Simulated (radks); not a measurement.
Results of a calculation; reference values are marked as such.
Q: Excited configurations of Mg: one electron is placed in a higher orbital outside [Ne] 3s1. The ground configuration is [Ne] 3s2. Level of theory: non-relativistic Kohn-Sham, TPSS, spin-unpolarised, spherical densities, point nucleus; meta-GGA in the generalised Kohn-Sham scheme (a radial shooting solver on a logarithmic mesh with Libxc functionals). Excitation = E - E(ground); binding = E(ion) - E, where the ion is the core of charge +1; n* = 1/sqrt(2 binding) in atomic units, and the quantum defect is n - n*.

| outer orbital | excitation (eV) | binding (eV) | n* | quantum defect | eigenvalue (eV) | <r> (bohr) |
|---|---|---|---|---|---|---|
| 3p | 3.521 | 4.401 | 1.758 | 1.242 | -2.034 | 4.266 |
| 5p | 6.879 | 1.042 | 3.613 | 1.387 | -0.635 | 20.08 |
| 6f | 7.470 | 0.452 | 5.488 | 0.512 | -0.278 | 43.63 |

Estimate the row for 4p.

A: excitation (eV) 6.101; binding (eV) 1.820; n* 2.734; quantum defect 1.266; eigenvalue (eV) -1.010; <r> (bohr) 10.87. The Delta-SCF ionisation energy is 7.921 eV (NIST Atomic Spectra Database: 7.646 eV, measured). Self-interaction in the functional shifts the binding energies and quantum defects, so they are the method's values and not measured ones. Spin polarisation and multiplet splitting are left out, so open shells lie too high by an amount that depends on their filling.

Beside tabulated values, note that spin-unpolarised runs miss the spin-polarisation part of the exchange energy of open shells.
